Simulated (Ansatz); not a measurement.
`[SiH3][SiH]1BC1` + HI → `I[SiH]1BC1` + SiH₄ at 500 K and 1 bar (cleavage of the Si–Si bond).

Gas-phase electronic energies from Ansatz, PBE0-D4/def2-TZVP geometries. CBS: MP2 limit from def2 TZ/QZ plus the TZ coupled-cluster correction, frozen cores. This one scheme is used for every species. Elements past krypton have def2 core potentials. For I outer-core shells are correlated without core-valence functions, which leaves a few kJ/mol of doubt a bond.

```csv
species,CCSD(T)/CBS energy (Eh),H − E (kJ/mol),S (J/(mol·K))
`[SiH3][SiH]1BC1`,-645.13977,235.2,408.0
HI,-298.03592,28.6,221.6
`I[SiH]1BC1`,-651.74575,163.0,384.8
SiH₄,-291.46306,102.4,230.9
```

H − E and S are ideal-gas, rigid-rotor, harmonic terms from PBE0-D4/def2-TZVP, for one conformer and one mirror image of each species. 1 Eh = 2625.50 kJ/mol, R = 8.31446 J/(mol·K).

**Question.** By hand: ΔE, ΔH, ΔS and ΔG.

**Answer.** ΔE = (-651.74575) + (-291.46306) − (-645.13977) − (-298.03592) = -0.03312 Eh = -87.0 kJ/mol. Δ(H − E) = 163.0 + 102.4 − 235.2 − 28.6 = 1.6, so ΔH = -85.4 kJ/mol. ΔS = 384.8 + 230.9 − 408.0 − 221.6 = -13.9 J/(mol·K). ΔG = -85.4 − 500 × (-13.9)/1000 = -78.5 kJ/mol.

**Question.** By hand: the equilibrium constant, and the temperature at which ΔG would vanish if ΔH and ΔS stayed fixed.

**Answer.** log₁₀ K = −ΔG/(RT ln 10) = 8.2. ΔG = 0 at ΔH/ΔS = 6144 K, far beyond where these terms or the molecules hold.

The number of gas molecules stays the same, so ΔS is small and ΔH decides. A doubt of 5 kJ/mol in ΔE shifts log₁₀ K by 0.5 here. Other conformers and mirror images would add mixing entropy, several J/(mol·K) or more a flexible species. These are equilibria of isolated gas molecules and say nothing of rates. Largest T1 diagnostic: 0.014 (customary marks: 0.02 for closed shells, 0.045 for open ones).
